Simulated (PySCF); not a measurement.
**Simulated absorption spectrum**

Compound: (ClMg-mu-OH)2.
Geometry (PBE0-D3(BJ)/def2-SVP, Å), atoms numbered from 1 in this order:
```
atom  x, y, z in Å
Mg1    1.3196   -0.4300    0.4099
Cl2    3.3355   -1.0662    1.0388
O3     0.1754    1.1189    0.6053
Mg4   -1.3205    0.4297   -0.4067
Cl5   -3.3334    1.0658   -1.0449
O6    -0.1769   -1.1197   -0.6016
H7     0.3122    1.9548    1.0546
H8    -0.3119   -1.9533   -1.0554
```

Method used: PySCF, TDDFT CAM-B3LYP/def2-SVPD, vertical, gas phase, core orbitals frozen in the response.

Computed states:

```tsv
state	E (eV)	f
S1	6.22	0.0000
S2	6.26	0.075
S3	6.27	0.086
S4	6.28	0.0000
S5	7.12	0.0000
S6	7.26	0.267
S7	7.43	0.0000
S8	7.51	0.0000
S9	7.53	0.0000
S10	7.62	0.012
```

Each state is given a Gaussian of 0.5 eV full width at half maximum, with ε(max) = 2.175×10⁸ f / Δν̃ (Δν̃ the width in cm⁻¹). The cross-section is σ = 3.8235×10⁻²¹ ε cm², given in Mb (10⁻¹⁸ cm²). The width is an assumption, not a result. The curve ends short of the highest state used, and states not computed would add to its high-energy end.

Question: Give the broadened spectrum and its maxima.

Answer: 
| λ (nm) | σ (Mb) |
| --- | --- |
| 176.7 | 28.57 |
| 178.8 | 17.15 |
| 181.0 | 9.27 |
| 183.2 | 5.81 |
| 185.3 | 6.09 |
| 187.5 | 9.45 |
| 189.7 | 15.18 |
| 191.9 | 22.03 |
| 194.0 | 28.07 |
| 196.2 | 32.20 |
| 198.4 | 32.99 |
| 200.6 | 30.41 |
| 202.7 | 25.65 |
| 204.9 | 19.60 |
| 207.1 | 13.73 |
| 209.3 | 8.87 |
| 211.4 | 5.45 |
| 213.6 | 3.05 |
| 215.8 | 1.59 |
| 218.0 | 0.78 |
| 220.1 | 0.38 |
| 222.3 | 0.17 |
| 224.5 | 0.07 |
| 226.7 | 0.03 |

Maxima: 198 nm (6.27 eV), ε about 8700, made up of S2 (47%) and S3 (53%) (ε in L mol⁻¹ cm⁻¹; maxima over ε = 5, shares over 10%). At its high-energy end, 7.02 eV, the curve is still rising (ε about 7600, from S6).

Question: Coming from long wavelengths, where does ε first pass 100 L mol⁻¹ cm⁻¹?

Answer: At about 220 nm (5.63 eV), 0.59 eV below S1.

Question: On this curve, what absorbance would a 10⁻³ mol/L sample give at 193 nm over a 1 cm path?

Answer: 193 nm is 6.424 eV, where ε is about 6600 L mol⁻¹ cm⁻¹, so A = ε c l ≈ 6.6 (Beer–Lambert, with the gas-phase spectrum and the assumed width).

Question: What would ε be at 6.27 eV, the highest of these maxima, with half the width (0.25 eV)?

Answer: About 17300 L mol⁻¹ cm⁻¹ against 8660, a factor of about 2.00; a lone state at its own centre would give exactly 2.

One conformer stands for the species.
